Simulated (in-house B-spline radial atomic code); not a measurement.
Computed with a B-spline radial atomic code. Model: two electrons, singlet ground state, non-relativistic, full CI in B-splines with partial waves to l = 8 (at full coupling up to 3e-4 hartree above the limit, correlation up to 0.6 % small), density held at that of full coupling by Lieb maximisation.

Along the adiabatic connection the electron repulsion is scaled by a coupling λ while a local potential keeps the density fixed. At λ = 0 the system is the Kohn-Sham one and W equals the exchange energy; the exchange-correlation energy is the area under W between 0 and 1. The kinetic energy rises with λ as the electrons avoid each other, with dT/dλ = −λ dW/dλ.

Command:
```bash
python run_ac.py task.json out
```
Settings (lengths in bohr, energies in hartree):
```
potential              yukawa
strength               6.69
lmax                   8
second                 0.687
```

Cost of the run: 5.9 s on 1 thread of Intel(R) Xeon(R) Processor @ 2.30GHz, on a shared host.

**W = mean repulsion less Hartree energy, and W of three functionals.**

Given: confinement screened point charge; nuclear charge 6.69; screening of the nucleus 0.687 1/bohr; external potential -Z exp(-k r)/r.

Computed: PBE exchange minus exact 71.474 millihartree; SCAN exchange minus exact -5.3071 millihartree.

```tsv
coupling	W xc (hartree)	W xc minus exchange (millihartree)	kinetic minus Kohn-Sham (millihartree)	LDA (PW92) W minus its exchange (millihartree)	PBE W minus its exchange (millihartree)	SCAN W minus its exchange (millihartree)
0	-3.9189	0	0	0	0	0
0.02	-3.9208	-1.871	0	-15.14	-1.87	-1.85
0.05	?	?	?	?	?	?
0.12	-3.9301	-11.162	0.7	-64.78	-11.32	-10.9
0.25	-3.942	-23.078	2.9	-113.58	-23.68	-22.37
0.4	-3.9555	-36.608	7.3	-160.55	-37.92	-35.27
0.6	-3.9732	-54.291	16.1	-214.29	-56.74	-51.98
0.8	-3.9905	-71.579	28.2	-261.44	-75.31	-68.19
1	-4.0074	-88.483	43.4	-303.9	-93.56	-83.96
1.4	-4.0401	-121.19	82.6	-378.79	-129.08	-114.27
2	-4.0866	-167.67	161.5	-473.9	-179.79	-157.02
3	-4.1578	-238.91	339	-603.39	-257.75	-222.17
4.5	?	?	?	?	?	?
7	-4.3827	-463.8	1435.6	-948.2	-504.81	-428.37
10	-4.5067	-587.78	2481.9	-1119	-642.89	-544.43
```

(1) What belongs in the row 0.05?

(2) What belongs in the row 4.5?

(3) What is the LDA exchange minus exact?

**Energy parts, natural occupations and partial-wave weights.**

Computed: total energy -32.2415 hartree; exchange energy -3.9189 hartree; correlation energy -0.045083 hartree; kinetic part of the DFT correlation energy 0.0434 hartree; initial slope twice GL2 -0.093654 hartree; kinetic part over minus potential part 0.49049; Hartree energy 7.8378 hartree.

| natural | occupation of the shell (electrons) |
| --- | --- |
| s | 1.9987 |
| p | 0.00069951 |
| s | 0.00046608 |
| d | ? |
| p | 2.7016e-05 |
| s | 1.1047e-05 |

(4) What belongs in the row d?

```json
{"wave": "s", "weight": "0.99961"}
{"wave": "p", "weight": "?"}
{"wave": "d", "weight": "2.1457e-05"}
{"wave": "f", "weight": "3.1801e-06"}
{"wave": "g", "weight": "7.5897e-07"}
```

(5) What belongs in the row p?

(6) What is the Lieb Oxford ratio E_xc over LDA exchange?

(7) What is the Kohn-Sham kinetic?

Answers

(1) W xc (hartree): -3.9236; W xc minus exchange (millihartree): -4.67; kinetic minus Kohn-Sham (millihartree): 0.1; LDA (PW92) W minus its exchange (millihartree): -32.24; PBE W minus its exchange (millihartree): -4.69; SCAN W minus its exchange (millihartree): -4.59.

(2) W xc (hartree): -4.2521; W xc minus exchange (millihartree): -333.23; kinetic minus Kohn-Sham (millihartree): 690.9; LDA (PW92) W minus its exchange (millihartree): -756.33; PBE W minus its exchange (millihartree): -361.13; SCAN W minus its exchange (millihartree): -308.3.

(3) 552.9 millihartree.

(4) occupation of the shell (electrons): 3.8103e-05.

(5) weight: 0.00036468.

(6) 1.1777.

(7) 40.026 hartree.

Half-way to full coupling W has made 51 % of its drop, against 50 % for a straight line, and second-order (GL2) theory, half the initial slope, overshoots the correlation energy by about 4 %: correlation is weak here. Over couplings 0 to 1 the errors in E_xc come to about +420 millihartree for LDA, +69 millihartree for PBE, -3.4 millihartree for SCAN, so SCAN is nearest. In LDA and PBE and SCAN the errors of exchange and correlation have opposite signs, so the sum is smaller than the larger of the two.
